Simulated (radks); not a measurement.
Spherical quantum dot in the effective-mass picture: electrons in a hard-walled sphere of radius 2.28, all in effective atomic units (hartree* = m*/eps^2 hartree, bohr* = eps/m* bohr), one dielectric constant everywhere. Method: non-relativistic Kohn-Sham, r2SCAN, spin-polarised, spherical densities, generalised Kohn-Sham scheme; computed with a radial shooting solver with Libxc functionals. Levels are named by radial order and angular momentum (1s, 1p, 1d, 2s, ...), and open shells are averaged over m. Results are scaled to m* = 0.563 and eps = 12.1, for which hartree* = 104.6 meV and bohr* = 1.137 nm. Each electron was tried in the lowest free levels, single moves between levels near the top were tried too, and the lowest total energy was kept; such a search can miss a lower state. At N = 1 the Hartree and exchange-correlation terms need not cancel, so that row can carry a self-interaction error.

N        open shells  2S  mu = E(N) - E(N-1) (meV)  addition energy mu(N+1) - mu(N) (meV)  e(HOMO) (meV)  rms radius (nm)
1   1s(up 1, down 0)   1                    98.987                                  76.14         125.93            1.383
2               none   0                    175.13                                  153.8         202.35            1.424
3   1p(up 1, down 0)   1                    328.95                                  55.34         355.78            1.512
4   1p(up 2, down 0)   2                    384.29                                  58.42         413.28            1.558
5   1p(up 3, down 0)   3                    442.71                                  83.51         472.29            1.590
6   1p(up 3, down 1)   2                    526.22                                  53.82         552.52            1.615
7   1p(up 3, down 2)   1                    580.04                                  56.62         608.06            1.636
8               none   0                    636.66                                  174.5         665.48            1.653
9   1d(up 1, down 0)   1                    811.18                                  54.81         838.43            1.677
10  1d(up 2, down 0)   2                    865.99                                  55.56         893.65            1.697
11  1d(up 3, down 0)   3                    921.55                                  56.01         949.48            1.714
12  1d(up 4, down 0)   4                    977.56                                  56.28         1005.7            1.728
13  1d(up 5, down 0)   5                    1033.8                                  79.19         1062.0            1.741
14  1d(up 5, down 1)   4                    1113.0                                  53.74         1139.8            1.753
15  1d(up 5, down 2)   3                    1166.8                                  54.54         1193.9            1.764
16  1d(up 5, down 3)   2                    1221.3                                  55.08         1248.8            1.773
17  1d(up 5, down 4)   1                    1276.4                                  55.41         1304.0            1.782
18              none   0                    1331.8                                  194.9         1359.6            1.790
19  1f(up 1, down 0)   1                    1526.7                                  53.83         1553.4            1.801
20  1f(up 2, down 0)   2                    1580.5                                  54.08         1607.4            1.810
21  1f(up 3, down 0)   3                    1634.6                                  54.30         1661.7            1.819
22  1f(up 4, down 0)   4                    1688.9                                  54.46         1716.1            1.827
23  1f(up 5, down 0)   5                    1743.4                                  54.58         1770.6            1.834
24  1f(up 6, down 0)   6                    1798.0                                  54.65         1825.2            1.841
25  1f(up 7, down 0)   7                    1852.6                                  76.46         1879.9            1.848
26  1f(up 7, down 1)   6                    1929.1                                  53.17         1955.3            1.854
27  1f(up 7, down 2)   5                    1982.2                                  53.43         2008.7            1.860
28  1f(up 7, down 3)   4                    2035.7                                      -         2062.3            1.866

All shells are closed at N = 2, 8, 18 (there: 1s2 1p6 1d10); the second difference of the energy has clear peaks (12 % above both neighbours; the first and last values, which can be the largest, are not judged, and half-filled shells can peak too) at N = 2, 5, 8, 13, 18, 25.
